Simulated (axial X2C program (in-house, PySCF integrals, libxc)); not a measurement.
## Nuclear properties of TaNC⁻

Calculated with an axial X2C code built on PySCF integrals: two-component X2C with atomic mean-field Coulomb and Gaunt terms, Gaussian nuclei, basis Ta dyall-v3z, N dyall-av3z, C dyall-v3z with contracted cores.

Ta–N–C held linear, with bonds 2.035 and 1.181 Å (near the PBE0 minimum at charge -1 of the determinant lowest at the starting distance; the state shown can have its own minimum elsewhere, held linear; other orders of the atoms were not compared).

Determinant lowest in the PBE0 search, Ω = 1/2 (⟨Sz⟩ = -1.46, ⟨Lz⟩ = 1.96 at PBE0), spin on the atoms Ta -1.35, N 0.04, C -0.15:

| level | Eeff magnitude (GV/cm) | Ws magnitude Ta (kHz) | A∥/gI Ta (MHz) | qzz Ta (a.u.) | A∥/gI N (MHz) | qzz N (a.u.) | A∥/gI C (MHz) | qzz C (a.u.) |
| --- | --- | --- | --- | --- | --- | --- | --- | --- |
| PBE0 | 0.443 | 0.544 | 1590 | -5.94 | 46.1 | -0.60 | 8.5 | -0.84 |
| HF | 40.9 | 81.4 | -95 | -5.72 | 76.2 | -0.73 | 2.58 | -0.97 |
| B3LYP | 0.00188 | 1.53 | 1680 | -5.70 | 35.1 | -0.63 | 4.74 | -0.86 |

Determinant 0.23 eV from it at PBE0 and this distance, Ω = 1/2 (⟨Sz⟩ = 1.47, ⟨Lz⟩ = -0.97 at PBE0), spin on the atoms Ta 1.42, N -0.03, C 0.08:

```csv
level,Eeff magnitude (GV/cm),Ws magnitude Ta (kHz),A∥/gI Ta (MHz),qzz Ta (a.u.),A∥/gI N (MHz),qzz N (a.u.),A∥/gI C (MHz),qzz C (a.u.)
PBE0,17.7,35.1,52.3,-1.82,-42.8,-0.59,-51,-0.89
HF,40.6,82.9,1770,-2.82,-36.4,-0.71,-40.8,-1.02
B3LYP,11.6,23.4,-682,-1.31,-32.4,-0.62,-47.4,-0.91
```

Eeff is the effective electric field on the electron electric dipole moment in this Ω state and Ws the scalar–pseudoscalar constant of the nucleus named (defined with the proton number Z and per Ω); A∥ (defined per Ω) follows by multiplying with gI = μI/(I μN); qzz is the electric field gradient, eQq0 = 234.96 MHz × Q/barn × qzz. The operators were transformed with the bare-nucleus X2C matrices; with these basis sets, hyperfine constants and field gradients can be off by tens of per cent, and where levels differ in sign neither size nor sign is settled.

**Question.** With Q(181Ta) = 3.17 barn, Q(14N) = 0.02044 barn (Q from Pyykkö, Mol. Phys. 2018), turn the PBE0 values of the first state into constants in MHz.

**Answer.** eQq0(181Ta) = 234.96 × (3.17) × (-5.94) = -4420 MHz; eQq0(14N) = 234.96 × (0.02044) × (-0.60) = -2.88 MHz.

The molecule was held linear; bending was not examined, so a bent shape may lie lower.

Each state is one determinant with collinear spin, which with several unpaired electrons need not be a pure state. Unrestricted Hartree–Fock can overshoot spin polarisation at the nuclei. In the state Ω = 1/2 the sign of Eeff differs between levels (B3LYP against PBE0). For an anion, determinants above electron detachment, or with a positive highest level, are held by the basis set. With several open shells hyperfine constants can be off by a factor of several. Where Eeff spreads by more than a factor of two the levels disagree and none is to be relied on. States lie within half an eV, so the first need not be the ground state. The sign of Ws at Ta differs between levels in the first state. Where a field gradient or hyperfine factor spreads by more than a factor of two over the levels, a constant derived from it is not to be relied on. PBE0 term energies can be off by some tenths of an eV.
